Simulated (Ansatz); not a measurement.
`[CH3][Al-]([Cl])([Cl])[NH2+][SiH3]`, charge 0, multiplicity 1.

Problem. Give a relaxed structure at PBE0-D4/def2-TZVP (the Gaussian-basis code of Ansatz). (An estimate is asked.)

Solution. Computed: 
Cartesian coordinates in Å:
```
C 0.795 -1.058 -1.447
Al 1.205 0.546 -0.425
Cl 0.723 2.428 -1.320
Cl 3.025 0.549 0.695
N -0.100 0.648 1.129
Si -1.717 -0.073 0.838
H -0.205 -1.039 -1.891
H 1.504 -1.153 -2.276
H 0.885 -1.969 -0.848
H 0.376 0.235 1.929
H -0.158 1.649 1.312
H -2.191 0.452 -0.458
H -2.627 0.323 1.939
H -1.517 -1.537 0.823
```
This is one stationary point; other conformers may exist.
